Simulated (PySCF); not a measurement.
tert-butanol (C₄H₁₀O), SMILES CC(C)(C)O.

Geometry optimised at PBE0-D3(BJ)/def2-SVP. Other conformers were not sampled.

Calculation: SMD-M06-2X/def2-SVP (PySCF).

Solvation free energies are E(SMD) − E(gas) at the gas-phase geometry, for 1 M in both phases. In vacuum the dipole moment is 1.53 D.

| solvent | ΔG(solv) (kcal/mol) | its non-electrostatic (CDS) part | dipole (D) |
|---|---|---|---|
| water | -3.6 | 3.2 | 2.19 |
| ethanol | -6.2 | -0.3 | 2.11 |
| tetrahydrofuran | ___ | ___ | ___ |

Problem. Some entries are withheld; supply them. (The exact figures need the calculation; the answer reports its results.)

Solution. 
- tetrahydrofuran, ΔG(solv) (kcal/mol): -4.0
- tetrahydrofuran, its non-electrostatic (CDS) part: -1.5
- tetrahydrofuran, dipole (D): 1.85
